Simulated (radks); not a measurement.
Valence configurations of neutral ytterbium (all share [Xe]). All-electron calculation, Dirac Kohn-Sham, PBE, spin-unpolarised, spherical densities, finite nucleus; open shells fill j = l - 1/2 first; Fermi nuclear charge, rms radius 5.3108 fm. Program: a radial shooting solver on a logarithmic mesh with Libxc functionals. Order these by energy: 4f11.5 5d2.5 6s2; 4f14 6s2; 4f12 6s2 6p2; 4f13 5d1 6s2; 4f13 6s2 6p1; 4f14 6s1 6p1; 4f12.5 5d2 6s1.5; 4f14 5d2; 4f12 5d2 6s2; 4f14 5d1 6s1.

Answer. From the lowest, in eV above it: 4f14 6s2 0.000; 4f14 6s1 6p1 2.715; 4f14 5d1 6s1 3.159; 4f13 5d1 6s2 4.180; 4f13 6s2 6p1 5.147; 4f14 5d2 6.334; 4f12.5 5d2 6s1.5 9.432; 4f12 5d2 6s2 13.853; 4f12 6s2 6p2 19.477; 4f11.5 5d2.5 6s2 20.950. NIST lists [Xe] 4f14 6s2 as the ground configuration; this level of theory agrees among the configurations tried. The energies are those of spherical spin-averaged densities, not of single terms.
